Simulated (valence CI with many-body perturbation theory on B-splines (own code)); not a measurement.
# Level structure of Gd¹⁴⁺

Calculated by valence CI with perturbative core correlation (CI+MBPT): four valence electrons over a frozen Dirac-Fock core [Kr] 4d10, radial functions for each j: 7 s, 7 p, 7 d, 7 f, 4 g, 2 h, with the one-electron correlation potential Σ1 (screened to all orders), the two-electron term Σ2, the three-electron term Σ3, Breit, model QED; selected single and double excitations, second order for the rest, scaled by the run's own slope (own B-spline code, finite nucleus).

No measured spectrum was set against this ion. As an estimate, terms of the open shell hold to a few per cent of their energy, and close levels can change places; configurations with another count of f electrons can be misplaced by thousands of cm⁻¹.

Levels 91 to 135 of 194, with energies above the lowest level, 4f³5s ⁵I°_4. "Leading %" is the weight of the configuration and term that name the level; weights of strongly mixed levels are sums over their largest components and can fall short.

| No. | Configuration | Term | J | E (eV) | Leading % | g | Second component |
| --- | --- | --- | --- | --- | --- | --- | --- |
| 91 | 4f⁴ | ³M | 8 | 7.927 | 39 | 0.963 | 34 % 4f⁴ ¹L |
| 92 | 4f³5s | ³D° | 1 | 7.943 | 90 | 0.596 | 7 % 4f³5s ⁵D° |
| 93 | 4f⁴ | ³L | 9 | 7.962 | 69 | 1.079 | 31 % 4f⁴ ³M |
| 94 | 4f⁴ | ³G | 4 | 8.004 | 51 | 1.048 | 18 % 4f⁴ ³H |
| 95 | 4f⁴ | ³H | 6 | 8.034 | 64 | 1.210 | 30 % 4f⁴ ⁵G |
| 96 | 4f³5s | ³H° | 4 | 8.039 | 94 | 0.811 |  |
| 97 | 4f⁴ | ³P | 0 | 8.049 | 100 |  |  |
| 98 | 4f⁴ | ³D | 3 | 8.090 | 79 | 1.293 | 14 % 4f⁴ ³F |
| 99 | 4f³5s | ¹I° | 6 | 8.115 | 40 | 1.068 | 37 % 4f³5s ³H° |
| 100 | 4f³5s | ³D° | 2 | 8.119 | 51 | 1.035 | 27 % 4f³5s ¹D° |
| 101 | 4f⁴ | ¹D | 2 | 8.128 | 43 | 1.053 | 27 % 4f⁴ ³F |
| 102 | 4f³5s | ³H° | 5 | 8.203 | 80 | 1.020 | 8 % 4f³5s ¹H° |
| 103 | 4f⁴ | ³F | 4 | 8.381 | 64 | 1.195 | 19 % 4f⁴ ³G |
| 104 | 4f³5s | ³D° | 2 | 8.455 | 66 | 1.171 | 21 % 4f³5s ¹D° |
| 105 | 4f³5s | ³D° | 3 | 8.482 | 65 | 1.316 | 18 % 4f³5s ⁵D° |
| 106 | 4f⁴ | ³I | 5 | 8.512 | 34 | 1.030 | 33 % 4f⁴ ³G |
| 107 | 4f³5s | ¹L° | 8 | 8.546 | 94 | 1.000 | 4 % 4f³5s ³L° |
| 108 | 4f⁴ | ³D | 1 | 8.647 | 50 | 0.963 | 47 % 4f⁴ ³P |
| 109 | 4f⁴ | ³I | 5 | 8.693 | 52 | 1.006 | 39 % 4f⁴ ³G |
| 110 | 4f³5s | ¹I° | 6 | 8.737 | 55 | 1.071 | 42 % 4f³5s ³H° |
| 111 | 4f²5s² | ¹D | 2 | 8.752 | 56 | 1.078 | 14 % 4f⁴ ³P |
| 112 | 4f⁴ | ³M | 9 | 8.808 | 69 | 1.041 | 31 % 4f⁴ ³L |
| 113 | 4f⁴ | ³F | 2 | 8.835 | 40 | 1.046 | 25 % 4f⁴ ³P |
| 114 | 4f⁴ | ³F | 2 | 8.876 | 75 | 0.708 | 7 % 4f⁴ ⁵G |
| 115 | 4f⁴ | ³M | 10 | 8.893 | 98 | 1.097 |  |
| 116 | 4f⁴ | ³I | 6 | 8.924 | 87 | 1.032 | 8 % 4f⁴ ³H |
| 117 | 4f³5s | ³D° | 1 | 8.935 | 94 | 0.532 | 4 % 4f³5s ¹P° |
| 118 | 4f⁴ | ³F | 3 | 8.941 | 78 | 1.127 | 14 % 4f⁴ ³D |
| 119 | 4f⁴ | ³I | 7 | 9.020 | 91 | 1.129 | 7 % 4f⁴ ¹K |
| 120 | 4f⁴ | ⁵D | 0 | 9.040 | 80 |  | 11 % 4f²5s² ³P |
| 121 | 4f³5s | ³D° | 3 | 9.105 | 80 | 1.282 | 19 % 4f³5s ³F° |
| 122 | 4f⁴ | ¹L | 8 | 9.161 | 53 | 0.980 | 28 % 4f⁴ ³M |
| 123 | 4f⁴ | ⁵D | 1 | 9.216 | 90 | 1.487 | 5 % 4f²5s² ³P |
| 124 | 4f³5s | ³F° | 2 | 9.228 | 56 | 0.868 | 38 % 4f³5s ³D° |
| 125 | 4f³5s | ¹H° | 5 | 9.229 | 85 | 0.999 | 6 % 4f³5s ³I° |
| 126 | 4f⁴ | ⁵D | 2 | 9.447 | 93 | 1.467 |  |
| 127 | 4f⁴ | ³F | 3 | 9.594 | 56 | 1.235 | 35 % 4f⁴ ⁵D |
| 128 | 4f²5s² | ³P | 0 | 9.598 | 80 |  | 15 % 4f⁴ ⁵D |
| 129 | 4f²5s² | ¹I | 6 | 9.707 | 76 | 1.004 | 16 % 4f⁴ ¹I |
| 130 | 4f⁴ | ⁵D | 4 | 9.707 | 60 | 1.313 | 30 % 4f⁴ ¹G |
| 131 | 4f³5s | ³F° | 3 | 9.725 | 61 | 1.160 | 33 % 4f³5s ³D° |
| 132 | 4f⁴ | ⁵D | 3 | 9.736 | 55 | 1.308 | 41 % 4f⁴ ³F |
| 133 | 4f⁴ | ¹G | 4 | 9.848 | 45 | 1.137 | 31 % 4f⁴ ³F |
| 134 | 4f²5s² | ³P | 1 | 9.870 | 89 | 1.498 | 6 % 4f⁴ ⁵D |
| 135 | 4f³5s | ³F° | 4 | 9.892 | 96 | 1.249 |  |

Names give the largest LS component (configuration and term), which can be under half, so a name can repeat, a term be missing and a line seem to break the LS rules; names also repeat where a configuration has a term twice.

Where two levels of one J and parity lie close, their mixing, g and order are uncertain.
